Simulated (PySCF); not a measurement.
Level of theory: M06-2X/def2-TZVP in PySCF. Gas-phase values, no solvent. One relaxed conformer stands for a flexible species; it need not be the lowest. 

Reference species (SMILES): `B` (neutral, multiplicity 1).

The LUMO is -1.00 eV and the HOMO is -11.26 eV. The HOMO–LUMO gap is 10.26 eV.

Changed species: `B[Si](C)(C)C` (X = trimethylsilyl; the reference has X = H).

### Question
Predict the effect on the LUMO, HOMO and HOMO–LUMO gap.

### Answer
the LUMO falls by 0.19 eV, to -1.19 eV; the HOMO rises by 2.57 eV, to -8.69 eV; the HOMO–LUMO gap drops by 2.76 eV, to 7.50 eV.
